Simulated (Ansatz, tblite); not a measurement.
Forces on the cluster Al5Ru2⁻ at its PBE-D4/def2-SVPD geometry. Total charge -1; singlet.

In the def2 sets Ru takes a core potential; there is no spin–orbit coupling. The xTB rows come from tblite. The restricted singlet is unstable towards broken spin symmetry in Hartree–Fock (as tested in another run); at PBE-D4/def2-TZVPD this wasn't settled. Another isomer (singlet) lies 0.36 eV lower at PBE0-D4/def2-TZVPD; other spin states weren't run for this one.

GFN1-xTB (tblite), largest force 3.49 eV/Å:

```xyz
7
positions Å, forces eV/Å
Ru   -0.522   -1.314   -0.063   -3.229    0.316   -1.276
Ru   -1.240    0.961   -0.967   -1.749   -1.840   -1.927
Al    1.093    0.424   -0.657    2.106    0.593   -0.036
Al   -0.322    2.989   -0.231    0.732    1.052    0.451
Al    0.913   -1.453    1.771    1.128   -0.054    1.317
Al   -1.207    0.723    1.387    0.096    0.140    1.856
Al    1.284   -2.329   -1.241    0.915   -0.207   -0.386
```

GFN2-xTB (tblite), largest force 1.22 eV/Å:

```
Ru -0.700 0.062 -0.020
Ru -0.834 0.268 -0.843
Al 0.493 0.055 0.215
Al 0.183 0.191 0.090
Al 0.042 0.382 0.226
Al 0.573 -0.767 0.338
Al 0.243 -0.191 -0.005
```

PBE-D4/def2-TZVPD (Ansatz), largest force 0.26 eV/Å:

```
Ru 0.155 0.112 0.037
Ru 0.176 0.022 0.192
Al -0.191 -0.060 0.038
Al -0.052 -0.142 -0.027
Al -0.072 0.023 -0.119
Al 0.059 -0.032 -0.192
Al -0.076 0.078 0.069
```
